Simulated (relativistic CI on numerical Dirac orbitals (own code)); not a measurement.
**d5 in a ligand field**

Computed with a parametric ligand-field model of a d^n configuration (Racah B and C, spin-orbit zeta, crystal field), exact diagonalisation.

Field parameters in Wybourne normalisation: Td as Oh with Dq negative (B⁴₀ = 21Dq, B⁴₄ = √(5/14) B⁴₀). The field is a parameter set, without covalency.

B = 840 cm⁻¹, C = 3030 cm⁻¹ (C/B = 3.61), Td, no spin-orbit coupling. Tanabe-Sugano data, E/B above the lowest term (Δ = |10Dq|; b, c mark the second and third term of a kind):

```
 Δ/B   6A1    4T1    4T2  4T1(b)    2T2    2A2
 1.0  0.00  27.84  28.01   32.43  39.65  39.73
 1.9  0.00  27.40  27.95   32.85  39.11  39.42
 2.8  0.00  26.81  27.86   33.39  38.25  38.96
 3.7  0.00  26.12  27.72   34.02  37.12  38.40
 4.6  0.00  25.38  27.54   34.67  35.82  37.76
 5.5  0.00  24.60  27.30   35.35  34.39  37.06
 6.4  0.00  23.80  27.02   36.02  32.88  36.33
 7.3  0.00  22.99  26.69   36.67  31.34  35.57
 8.2  0.00  22.16  26.29   37.31  29.75  34.79
 9.1  0.00  21.33  25.85   37.92  28.15  33.99
10.0  0.00  20.49  25.36   38.52  26.51  33.18
10.9  0.00  19.63  24.81   39.07  24.86  32.35
11.8  0.00  18.79  24.23   39.58  23.21  31.52
12.7  0.00  17.92  23.60   40.06  21.53  30.68
13.6  0.00  17.07  22.95   40.50  19.86  29.84
14.5  0.00  16.20  22.26   40.89  18.17  28.98
15.4  0.00  15.33  21.54   41.24  16.46  28.12
16.3  0.00  14.47  20.81   41.55  14.78  27.27
17.2  0.00  13.59  20.06   41.83  13.06  26.40
18.1  0.00  12.72  19.30   42.07  11.36  25.54
19.0  0.00  11.84  18.51   42.28   9.64  24.67
19.9  0.00  10.96  17.72   42.47   7.91  23.79
20.8  0.00  10.09  16.92   42.63   6.20  22.93
21.7  0.00   9.21  16.11   42.78   4.46  22.05
```

The ground term stays 6A1.
